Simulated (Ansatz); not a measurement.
Cartesian coordinates in Å:
```
F -1.226 -0.123 1.264
C -0.120 0.322 0.681
C 0.268 -0.112 -0.507
F 1.383 0.364 -1.049
I -0.736 -1.513 -1.636
H 0.433 1.061 1.248
```

Charge 0, multiplicity 1. I: def2 effective core potential.

Q: List the ωB97M-V/def2-TZVPP orbital energies in eV (Ansatz). (An estimate is asked.)

A: Ansatz gave: Occupied: -678.77, -678.56, -285.11, -284.26, -191.37, -137.24, -136.89, -136.89, -56.14, -56.01, -56.01, -55.71, -55.71, -37.98, -37.73, -25.38, -22.94, -20.14, -18.54, -17.98, -16.93, -16.10, -16.09, -14.45, -12.72, -11.26, -10.29, -9.34. Lowest empty: 0.93, 2.06, 3.46, 3.84, 4.42, 5.24, 5.99, 6.11.
